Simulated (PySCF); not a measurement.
These are PySCF with PBE-D3(BJ)/def2-TZVP values and carry that method's errors. Isolated molecules, 0 K electronic values unless said otherwise. One relaxed conformer stands for a flexible species; it need not be the lowest. 

Reference species (SMILES): `[SiH3][Si@@H](Cl)[SiH2]Cl` (Cl–Si–Si–Cl torsion 177°) (neutral, multiplicity 1).

```
Item              Value
-------------  --------
HOMO–LUMO gap   4.62 eV
LUMO           -2.15 eV
```

Changed species: `[SiH3][SiH2][SiH](Cl)Cl` (Si–Si–Si–Cl torsion 55°).

Predict the effect on the HOMO–LUMO gap and LUMO.

the HOMO–LUMO gap goes up by 0.60 eV, to 5.22 eV; the LUMO rises by 0.43 eV, to -1.72 eV.
